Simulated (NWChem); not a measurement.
# phosphorus nitride (PN); SMILES P#N

Computed with NWChem. Pople sets run with spherical d functions. The geometry was optimised at PBE0-D3(BJ)/def2-TZVP.

### Question
Taking PBE/6-311++G** as the yardstick, which of these has the fewest basis functions while keeping “dipole (D)” within 0.1 D of it: PBE/6-31G*; PBE/STO-3G; PBE/3-21G; PBE/6-311G**; PBE/6-31+G*?

### Answer
PBE/6-31+G* (a larger set in the list lies outside the tolerance).
| level | basis functions | dipole (D) |
|---|---|---|
| PBE/STO-3G | 14 | 1.88 |
| PBE/3-21G | 22 | 1.86 |
| PBE/6-31G* | 32 | 2.28 |
| PBE/6-31+G* | 40 | 2.61 |
| PBE/6-311G** | 44 | 2.53 |
| PBE/6-311++G** | 52 | 2.67 |

The yardstick is one finite set, not the basis-set limit.
